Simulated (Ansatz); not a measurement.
`NB(F)F` + HBr → `FB(F)Br` + NH₃ at 298.15 K and 1 bar (ligand exchange at a B–N bond).

Calculated with Ansatz (gas phase, PBE0-D4/def2-TZVP geometries, no zero-point term in ΔE). CBS: MP2 limit from def2 TZ/QZ plus the TZ coupled-cluster correction, frozen cores. This one scheme is used for every species. For Br outer-core shells are correlated without core-valence functions, which leaves a few kJ/mol of doubt a bond. Scalar relativity is left out up to krypton. Each species was taken in one conformer, which may not be the lowest.

```tsv
species	CCSD(T)/CBS energy (Eh)	H − E (kJ/mol)	S (J/(mol·K))
`NB(F)F`	-280.46129	110.4	271.7
HBr	-2573.91920	24.6	198.6
`FB(F)Br`	-2797.85348	40.0	287.4
NH₃	-56.50880	100.5	192.4
```

H − E and S are ideal-gas, rigid-rotor, harmonic terms from PBE0-D4/def2-TZVP, for one conformer and one mirror image of each species. 1 Eh = 2625.50 kJ/mol, R = 8.31446 J/(mol·K).

Task: By hand: ΔE, ΔH, ΔS and ΔG.

Result: ΔE = (-2797.85348) + (-56.50880) − (-280.46129) − (-2573.91920) = 0.01821 Eh = 47.8 kJ/mol. Δ(H − E) = 40.0 + 100.5 − 110.4 − 24.6 = 5.5, so ΔH = 53.3 kJ/mol. ΔS = 287.4 + 192.4 − 271.7 − 198.6 = 9.5 J/(mol·K). ΔG = 53.3 − 298.15 × (9.5)/1000 = 50.5 kJ/mol.

Task: By hand: the equilibrium constant, and the temperature at which ΔG would vanish if ΔH and ΔS stayed fixed.

Result: log₁₀ K = −ΔG/(RT ln 10) = -8.8. ΔG = 0 at ΔH/ΔS = 5611 K, far beyond where these terms or the molecules hold.

The number of gas molecules stays the same, so ΔS is small and ΔH decides. A doubt of 5 kJ/mol in ΔE shifts log₁₀ K by 0.9 here. Other conformers and mirror images would add mixing entropy, several J/(mol·K) or more a flexible species. These are equilibria of isolated gas molecules and say nothing of rates. Largest T1 diagnostic: 0.011 (customary marks: 0.02 for closed shells, 0.045 for open ones).
